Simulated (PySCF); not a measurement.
This PySCF input asks for the NMR shieldings of `C=CCC(C#C)CC=C`, C9H12; the geometry comes from GFN2-xTB.

```python
import basis_set_exchange as bse
import numpy as np
from pyscf import gto, dft
from pyscf.prop import nmr

atoms = """
C     0.599958    3.273949   -0.794197
C     0.379463    2.104827   -0.922968
C     0.115899    0.684987   -1.065652
C    -1.244776    0.323218   -0.438451
C    -1.261233    0.564391    1.036819
C    -1.549003   -0.354844    1.938264
C     1.258792   -0.126737   -0.427116
C     1.093419   -1.591826   -0.669457
C     1.033283   -2.503961    0.281921
H     0.792040    4.299598   -0.686813
H     0.073880    0.452729   -2.138071
H    -1.464561   -0.725619   -0.647283
H    -2.016554    0.941032   -0.908718
H    -1.007649    1.572715    1.338448
H    -1.549228   -0.141505    2.993922
H    -1.800096   -1.364344    1.655413
H     1.290389    0.074564    0.645064
H     2.203755    0.207055   -0.867529
H     1.020934   -1.882526   -1.710835
H     1.100943   -2.238419    1.324310
H     0.921424   -3.552341    0.062458
"""
names = dict.fromkeys(["C", "H"], "pcSseg-1")
basis = {el: gto.basis.parse(bse.get_basis(n, elements=[el], fmt="nwchem")) for el, n in names.items()}
mol = gto.M(atom=atoms, basis=basis, charge=0, verbose=0)
mf = dft.RKS(mol, xc="PBE0")
mf.grids.level = 2
mf.grids.alignment = dft.numint.BLKSIZE   # the property module wants whole blocks of grid points
mf.conv_tol = 1e-9
mf.kernel()

calc = nmr.RKS(mf)   # GIAO
C = mf.mo_coeff
Co = C[:, mf.mo_occ > 0]
resp = mf.gen_response(singlet=True, hermi=2)
def vind(x):   # induced exchange potential for any number of trial vectors
    d = np.einsum("pi,xij,qj->xpq", C, 2 * x.reshape(-1, C.shape[1], Co.shape[1]), Co, optimize=True)
    return np.einsum("xpq,pi,qj->xij", resp(d - d.transpose(0, 2, 1)), C, Co, optimize=True).ravel()
mo1, _ = nmr.rhf.solve_mo1(calc, with_cphf=vind)
sigma = calc.kernel(mo1)
for i, s in enumerate(sigma):   # ppm
    w = np.linalg.eigvalsh((s + s.T) / 2)
    print("%2d %-2s iso %8.1f  s11 %8.1f  s22 %8.1f  s33 %8.1f" % (i, mol.atom_pure_symbol(i), w.mean(), *w))
```

Problem. What are the results?

Solution. 
```
 0 C  iso    110.6  s11     38.4  s22     44.5  s33    248.8
 1 C  iso     94.4  s11    -12.9  s22     -0.9  s33    296.9
 2 C  iso    157.3  s11    151.7  s22    153.2  s33    166.9
 3 C  iso    146.6  s11    135.5  s22    146.4  s33    158.0
 4 C  iso     43.5  s11    -79.2  s22     45.4  s33    164.3
 5 C  iso     61.9  s11    -54.3  s22     80.9  s33    159.0
 6 C  iso    144.2  s11    125.0  s22    141.2  s33    166.3
 7 C  iso     42.2  s11    -77.0  s22     48.6  s33    154.9
 8 C  iso     61.5  s11    -54.1  s22     79.4  s33    159.3
 9 H  iso     30.2  s11     24.8  s22     25.1  s33     40.6
10 H  iso     29.2  s11     24.8  s22     28.1  s33     34.8
11 H  iso     29.4  s11     26.6  s22     28.7  s33     32.9
12 H  iso     29.2  s11     25.2  s22     27.6  s33     34.8
13 H  iso     25.3  s11     21.9  s22     24.4  s33     29.6
14 H  iso     26.2  s11     22.8  s22     25.5  s33     30.4
15 H  iso     26.3  s11     22.1  s22     26.3  s33     30.4
16 H  iso     29.2  s11     27.5  s22     29.1  s33     31.1
17 H  iso     29.2  s11     24.4  s22     28.9  s33     34.2
18 H  iso     26.0  s11     23.1  s22     25.8  s33     29.0
19 H  iso     26.2  s11     22.1  s22     26.3  s33     30.4
20 H  iso     26.3  s11     23.0  s22     25.7  s33     30.3
```

These numbers come from an equivalent density-fitted implementation of the same equations, which agrees with the script to about 0.01 ppm for H and up to a few tenths of a ppm for heavy atoms, so last digits may differ.

Problem. Turn these shieldings into chemical shifts. Shifts are taken against calculated references (same method and geometry level): ¹³C (σ = 186.93 ppm), ¹H (σ = 31.72 ppm) against TMS.

Solution. Averaging equivalent atoms: C 4/7: 144.1; C 5/8: 125.2; C 1: 92.6; C 0: 76.4; C 3/6: 41.5; C 2: 29.7; H 13/18: 6.09; H 15/19: 5.45; H 14/20: 5.44; H 10: 2.50; H 12/16: 2.49; H 11/17: 2.44; H 9: 1.55 ppm. 

Size and cost of the density-fitted run: 213 basis functions, 64 s wall time on 1 thread of an Arm Neoverse N1, shared host; peak memory 0.96 GiB.
